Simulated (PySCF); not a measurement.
**Electron correlation in O (oxygen, neutral)**

[He] 2s2 2p4, high-spin 3P determinant. Calculation: PySCF 2.14, in aug-cc-pwCVDZ; the non-relativistic Hamiltonian (point nucleus). Frozen: 1s2; 6 electrons correlated.

MP2 pair energies summed by pair of shells (mhartree):

```
 pair  energy  share (%)
2p-2p  -55.25       47.4
2s-2p  -52.23       44.8
2s-2s   -9.04        7.8
```

Total MP2 correlation energy: -116.52 mhartree.

Same-spin part -30.04 and opposite-spin part -86.49 mhartree; SCS-MP2 scales them by 1/3 and 6/5 to -113.80 mhartree.
